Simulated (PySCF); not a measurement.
CBr⁺: energy against distance

Set-up: basis C def2-TZVPPD, Br def2-TZVPPD; no relativity; PySCF 2.14. Energies in eV from C⁺ + Br in their ground configurations at the same level. State: ¹Σ⁺ (singlet), closed shell.

All columns are M06. A positive dipole points towards Br; it is taken about the centre of mass and depends on that origin.

| R (Å) | E (eV) | μ (D) | Mulliken charge on C (basis-dependent) | HOMO (eV) | LUMO (eV) | Mayer bond order | ⟨S²⟩ |
| --- | --- | --- | --- | --- | --- | --- | --- |
| 1.459 | -4.554 | 1.25 | 0.31 | -16.63 | -10.44 | 1.89 | 0.00 |
| 1.527 | -5.445 | 0.82 | 0.35 | -16.91 | -10.65 | 1.87 | 0.00 |
| 1.595 | -5.936 | 0.36 | 0.39 | -17.17 | -10.86 | 1.86 | 0.00 |
| 1.646 | -6.110 | 0.02 | 0.42 | -17.34 | -11.02 | 1.87 | 0.00 |
| 1.697 | -6.159 | -0.32 | 0.45 | -17.48 | -11.17 | 1.88 | 0.00 |
| 1.748 | -6.112 | -0.67 | 0.48 | -17.61 | -11.33 | 1.89 | 0.00 |
| 1.816 | -5.938 | -1.12 | 0.51 | -17.73 | -11.53 | 1.90 | 0.00 |
| 1.901 | -5.596 | -1.68 | 0.54 | -17.73 | -11.76 | 1.90 | 0.00 |
| 2.002 | -5.076 | -2.32 | 0.57 | -17.30 | -12.02 | 1.91 | 0.00 |
| 2.138 | -4.300 | -3.13 | 0.59 | -16.80 | -12.31 | 1.90 | 0.00 |

A fit through these points gives, at Re = 1.695 Å, μ = -0.31 D and dμ/dR = -6.78 D/Å; the reduced mass is 10.42 u.

Problem. How strong is the fundamental in the double-harmonic approximation, I = 42.26·(dμ/dR)²/μred km/mol?

Solution. I = 42.26·(-6.78)²/10.42 = 186 km/mol at M06.

For an ion De counts to the pair picked by the measured ionisation energies or electron affinities, which need not be the lowest pair at this level.
